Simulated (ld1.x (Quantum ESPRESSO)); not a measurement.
**fluorine: excitation energies, all-electron against TM**

ld1.x (Quantum ESPRESSO) 7.5 input, shortened:

```
&input
   title='F', zed=9., rel=0, dft='PBE', iswitch=3,
   config='[He] 2s2 2p4.5 3d-2'
 /
 &inputp
   pseudotype=2, tm=.true., lloc=-1, rcloc=0.45,
   nlcc=.true., rcore=0.40
 /
3
2S  1  0   2.00   0.00  0.60  0.60  0.0
2P  2  1   4.50   0.00  0.85  0.85  0.0
3D  3  2  -2.00   0.10  0.65  0.65  0.0
 &test
   configts(1)='2s2 2p4.5'
 /
```

Energies are relative to the spin-unpolarised reference configuration 2s2 2p4.5; without spin polarisation the order of configurations can differ from experiment.

| valence configuration | charge | ΔE all-electron (eV) | error AE − PS (meV) |
| --- | --- | --- | --- |
| 2s2 2p5 | 0 | -7.549 | +0.2 |
| 2s2 2p4 | +1 | 11.853 | +0.6 |
| 2s2 2p3 | +2 | 50.248 | +14 |
| 2s1 2p6 | 0 | 11.175 | +11 |
| 2s1 2p5 | +1 | 30.859 | +8.5 |

Q: What are ΔE and the potential's error for 2s2 2p1?

A: ΔE = 196.689 eV all-electron; the error (AE − PS) is +293 meV.

Q: What are ΔE and the potential's error for 2s2 2p5.3?

A: ΔE = -10.222 eV all-electron; the error (AE − PS) is +0.4 meV.
